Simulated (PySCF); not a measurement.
C₆H₁₃Si (doublet state).
Z-matrix (Å and degrees, GFN2-xTB geometry), rows numbered from 1:
```
C 
Si  1  1.8327
C   2  1.9233  1  113.72
C   3  1.5258  2  104.77  1  -102.33
C   4  1.5285  3  108.33  2   -38.94
C   5  1.5251  4  112.29  3   175.18
C   5  1.5301  4  107.11  3    51.89
H   1  1.0766  2  122.98  3    51.57
H   1  1.0745  2  122.37  3  -128.26
H   2  1.4684  1  112.30  3   128.19
H   3  1.0901  2  109.81  1   139.72
H   3  1.0879  2  114.06  1    19.51
H   4  1.0930  3  111.38  2  -161.41
H   4  1.0926  3  109.53  2    79.55
H   5  1.0964  4  108.14  3   -64.99
H   6  1.0887  5  110.70  4    60.56
H   6  1.0889  5  110.39  4   -59.44
H   6  1.0883  5  110.58  4  -179.34
H   7  1.0883  2  113.65  1  -107.40
H   7  1.0905  2  110.10  1    12.57
```

The hyperfine couplings belong to this conformer and change with its torsions.

Identity: `[CH2][Si@@H]1CC[C@H](C)C1` [radical].

Computed with UKS B3LYP, pcH-1 on C H Si, non-relativistic, mean-field spin-orbit, GIAO (PySCF). One conformer (not necessarily the lowest) at the GFN2-xTB geometry, without solvent, vibrations or thermal averaging. The geometry wasn't refined by DFT: couplings that depend on bond lengths, twists or pyramidal angles can differ widely from those at the functional's own minimum. No stability test was run, so a lower SCF solution isn't excluded.

Q: Predict the first-order ENDOR lines of C1, C3, C7, C6, H8/H9, H13, H11, H10, H20 and Si2 under fast tumbling at B = 338.9 mT (X band).

A: ν± = |νn ± a/2|, one line for each electron-spin manifold; νn = |g_N| × 7.62259 MHz/T × B.

```csv
nuclei,isotope,g_N,νn (MHz),a_iso (MHz),lower line (MHz),upper line (MHz)
C1,13C,1.4048,3.63,77.58,35.16,42.42
C3,13C,1.4048,3.63,30.53,11.63,18.89
C7,13C,1.4048,3.63,27.96,10.35,17.61
C6,13C,1.4048,3.63,2.79,2.24,5.02
H8/H9,1H,5.5857,14.43,-57.03,14.08,42.94
H13,1H,5.5857,14.43,5.91,11.48,17.38
H11,1H,5.5857,14.43,4.37,12.24,16.62
H10,1H,5.5857,14.43,-2.90,12.98,15.88
H20,1H,5.5857,14.43,-2.80,13.03,15.83
Si2,29Si,-1.1106,2.87,49.46,21.86,27.60
```

The rows for 13C and 29Si, of low natural abundance, apply to labelled samples.

Q: Which pairs are centred on the nuclear Larmor frequency, and which on half the coupling?

A: Centred on νn, since |a| < 2νn: C6, H13, H11, H10 and H20. Centred on |a|/2 and split by 2νn: C1, C3, C7, H8/H9 and Si2.

Couplings of abundant isotopes left out: H12 (-2.5 MHz) and H19 (-1.7 MHz).

Nuclei that the bonding pattern makes equivalent are averaged, as if the motion that swaps them (rotation, inversion, ring flip) were fast.
